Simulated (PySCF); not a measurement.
vinylidene fluoride cation (C₂H₂F₂), SMILES C=C(F)F (connectivity only; charge and spin as stated), charge +1, multiplicity 2.

Geometry optimised at B3LYP-D3(BJ)/def2-SVP. The multiplicity is an assumed one; other spin states were not compared.

The numbers are results of PBE0/def2-TZVPD run with PySCF, not measurements.

Isolated molecule, no solvent.

Q: Estimate the frontier levels, dipole moment and polarisability. (The exact figures need the calculation; the answer reports its results.)

A: 
* **α spin, highest occupied and lowest empty level**: -16.36 and -8.48 eV
* **β spin, highest occupied and lowest empty level**: -19.53 and -12.10 eV
* **dipole moment about the centre of nuclear charge**: 3.54 D
* **mean static polarisability**: 23.1 bohr³ (3.43 Å³)
* **polarisability, principal values**: 15.4, 23.5, 30.5 bohr³
* **⟨S²⟩**: 0.753 (pure state 0.75)
